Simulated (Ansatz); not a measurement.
Born–Oppenheimer molecular dynamics of CH₈S₂Si₂ (13 atoms, charge 0, multiplicity 1). It goes on from the last frame of an earlier run, with new velocities.

Theory: UKS PBE/STO-3G in Ansatz.

```
ensemble                      : NVE (velocity Verlet)
time step                     : 0.5 fs
steps asked                   : 128
starting velocities drawn for : 1500 K
seed                          : 715169
```

First frame:

```xyz
13
Properties=species:S:1:pos:R:3
C -2.425 0.046 1.264
S -1.143 -1.325 1.040
S 0.421 -0.020 1.729
Si 1.059 0.858 -0.114
Si 2.067 -0.634 -1.356
H -3.439 -0.384 1.157
H -2.268 0.497 2.278
H -2.453 0.875 0.543
H -0.031 1.463 -0.834
H 1.929 1.950 0.207
H 1.256 -1.806 -1.788
H 3.211 -1.221 -0.686
H 2.681 -0.045 -2.536
```

What does the run give?

All steps were run.

```
steps done                                               : 128
time covered                                             : 64 fs
mean temperature over the second half                    : 902 K
spread of the potential energy over the second half      : 17.2 meV per atom
mean potential energy of the second half above the start : 65.7 meV per atom
```

The conserved energy stayed within 0.55 meV per atom of its start (net change 0.17 meV per atom), so the integration is sound. A run of 0.064 ps of so small a system gives no equilibrium averages. Limits of this set-up: minimal basis.

What happens to the structure?

The same pairs are bonded in the first frame and the last. Pairs count as bonded within 1.25 times the sum of covalent radii (0.12 Å more for H–H). This is one draw of velocities; another would differ in detail.

How do temperature and energy run in time?


| time (fs) | T (K) | potential energy less start (eV) | conserved less start (meV/atom) |
| --- | --- | --- | --- |
| 0 | 1500 | 0.000 | 0.00 |
| 5 | 914 | 0.836 | 0.20 |
| 10 | 685 | 1.164 | 0.39 |
| 15 | 874 | 0.897 | 0.46 |
| 20 | 947 | 0.789 | 0.22 |
| 25 | 1018 | 0.687 | 0.09 |
| 30 | 870 | 0.899 | 0.28 |
| 35 | 670 | 1.186 | 0.47 |
| 40 | 796 | 1.004 | 0.31 |
| 45 | 1141 | 0.511 | 0.08 |
| 50 | 857 | 0.918 | 0.25 |
| 55 | 708 | 1.133 | 0.51 |
| 60 | 1069 | 0.617 | 0.34 |

The run took 16 min on 1 thread of Arm Neoverse N1, with other jobs on the host, peak memory 0.13 GiB.
